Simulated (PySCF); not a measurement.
What the low excited states add to the polarisability

C3H12O2Si3.
Cartesian coordinates in Å at the PBE0-D3(BJ)/def2-SVP level; atoms count from 1:
```xyz
20
C3H12O2Si3 angstrom
C     -1.4791   -1.8870    0.7176
C     -1.5843   -0.7280    0.0526
C     -2.8183    0.1263    0.0920
Si    -0.1393   -0.1409   -0.9710
O      1.1868   -1.0829   -0.6763
Si     2.5759   -1.3172    0.1960
O      0.1622    1.4360   -0.5667
Si     1.2060    2.6377   -0.1145
H     -0.5711   -2.4963    0.6738
H     -2.3008   -2.2733    1.3338
H     -3.2558    0.2401   -0.9147
H     -3.5902   -0.2991    0.7514
H     -2.5804    1.1438    0.4427
H     -0.4101   -0.1911   -2.4324
H      2.2505   -1.6239    1.6213
H      3.3197   -2.4615   -0.4014
H      3.4263   -0.0893    0.1459
H      2.2428    2.8581   -1.1672
H      0.4235    3.8912    0.0807
H      1.8884    2.2776    1.1652
```

Theory: TDDFT B3LYP/def2-SVPD, vertical, gas phase, core orbitals frozen in the response (PySCF 2.14.0, density-fitted response routines).

Computed singlets:

```json
{"state": "S1", "E (eV)": "6.15", "f": "0.0041"}
{"state": "S2", "E (eV)": "6.43", "f": "0.056"}
{"state": "S3", "E (eV)": "6.78", "f": "0.116"}
{"state": "S4", "E (eV)": "6.85", "f": "0.0011"}
{"state": "S5", "E (eV)": "6.96", "f": "0.071"}
{"state": "S6", "E (eV)": "7.07", "f": "0.0079"}
{"state": "S7", "E (eV)": "7.12", "f": "0.0001"}
{"state": "S8", "E (eV)": "7.16", "f": "0.048"}
{"state": "S9", "E (eV)": "7.31", "f": "0.0007"}
{"state": "S10", "E (eV)": "7.41", "f": "0.012"}
```

Build the mean polarisability up from these states and compare it with the full response value.

Each state adds f / ΔE² (ΔE in hartree, 27.2114 eV).

| state | f/ΔE² (au) | running sum (au) | running share of α (%) |
| --- | --- | --- | --- |
| S1 | 0.08 | 0.08 | 0.1 |
| S2 | 1.00 | 1.08 | 0.9 |
| S3 | 1.87 | 2.95 | 2.5 |
| S4 | 0.02 | 2.97 | 2.5 |
| S5 | 1.09 | 4.05 | 3.4 |
| S6 | 0.12 | 4.17 | 3.5 |
| S7 | 0.00 | 4.17 | 3.5 |
| S8 | 0.70 | 4.87 | 4.0 |
| S9 | 0.01 | 4.88 | 4.1 |
| S10 | 0.17 | 5.04 | 4.2 |

The full response gives 120.20 au (17.81 Å³), so 115.2 au comes from the higher roots of the same equations.

By how much does the contribution of these states grow at 1064 nm?

With ω = 0.0428 hartree each state's term in the mean polarisability goes from f / ΔE² to f / (ΔE² − ω²); the sum over all 10 states goes from 5.04 to 5.19 au, a rise of 0.15 au.

The largest single term belongs to S3, which also has the largest f.

One conformer stands for the species.
